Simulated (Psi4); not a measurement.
C2H6AlCl, charge -1, doublet, geometry from GFN2-xTB (such geometries of metal compounds can be far from the true shape) (a state made from the parent by changing its charge; the spin is typed, not shown lowest) (a gas-phase anion, which may not be bound at this level), with bond 10-1 at 2.0 times its length.

Input for Psi4:
```
memory 2 GB

molecule {
-1 2
  Al    0.36695933    0.42865496    0.48164830
  C     1.95692773   -0.65701044   -0.32656185
  H     1.69918177   -1.63745946   -0.75295763
  H     2.72486752   -0.85434747    0.43432235
  H     2.46903929   -0.10900111   -1.13062786
  C    -0.55205430   -0.90172387    1.80277609
  H    -0.81963055   -1.88313168    1.38472315
  H    -1.48285509   -0.49444891    2.22328960
  H     0.09686377   -1.11066967    2.66467236
  Cl   -2.47133329    0.73239794   -2.82778186
}

set basis sto-3g
set reference uhf

energy('scf')
print_variables()
```

Question: Estimate the total energy that Psi4 with HF/STO-3G returns for this input.

Answer: -771.7603 Eh

Question: What number of basis functions does HF/STO-3G give?

Answer: 34

Question: Predict the <S^2> from HF/STO-3G.

Answer: 0.756

Question: What nuclear repulsion energy does HF/STO-3G give?

Answer: 142.8310 Eh

A gas-phase anion may not be bound at this level; its values then depend on the basis.

These values belong to the state on which the SCF converged, which isn't shown to be the lowest.
